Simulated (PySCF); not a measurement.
Dy(BH4)2 at several levels of theory

Computed with PySCF 2.14.0 (density fitting, no spin-orbit coupling) at the geometry relaxed with PBE0:

```xyz
11
Dy(BH4)2 (singlet in the valence; each metal's 4f electrons, 10 of them, lie in its core potential, out of spins and levels)
Dy    0.0001    0.0000    0.8126
B     2.5725   -0.0021    0.7987
H     3.7829    0.0013    0.7953
H     2.1080   -0.7928    1.6559
H     2.0988   -0.3474   -0.3111
H     2.1055    1.1329    1.0597
B    -2.5725    0.0021    0.7987
H    -3.7829   -0.0013    0.7952
H    -2.1080    0.7928    1.6560
H    -2.0989    0.3474   -0.3111
H    -2.1056   -1.1329    1.0597
```

```csv
level,basis,state,HOMO (eV),gap (eV),charge on Dy1 (e),population of f-type functions on Dy1 (polarisation alone where 4f lies in the core),dipole about the centre of mass (D),largest force component (eV/Å)
PBE0,"Dy lcecp-0-SVP with ECP56, B def2-SVP, H def2-SVP",singlet,–,–,0.72,0.02,0.08,0.02
revPBE,the same,singlet,–,–,0.55,0.02,0.08,0.20
PBE0,"Dy lcecp-0-TZVP with ECP56, B def2-TZVP, H def2-TZVP",singlet,–,–,1.01,0.02,0.08,0.30
```

In the lcecp rows the 4f levels are missing from HOMO and gap, and the state counts the valence alone.

Charges are Mulliken's, which hang on the basis. The relaxation used the grid (50, 194), these runs (75, 302) or, all-electron (x2c bases, spin-free X2C Hamiltonian), (99, 590).

Q: What does PBE with Dy lcecp-0-SVP with ECP56, B def2-SVP, H def2-SVP give here?

A: state singlet, charge on Dy1 (e) 0.53, population of f-type functions on Dy1 (polarisation alone where 4f lies in the core) 0.02, dipole about the centre of mass (D) 0.08, largest force component (eV/Å) 0.16. Time: 4.6 s on 2 threads of Arm Neoverse V2, on a shared host, from an already converged density.

An lcecp potential fixes the number of 4f electrons, so in runs with it no electron can move into or out of that shell; real Dy(II) is rare or takes another configuration.
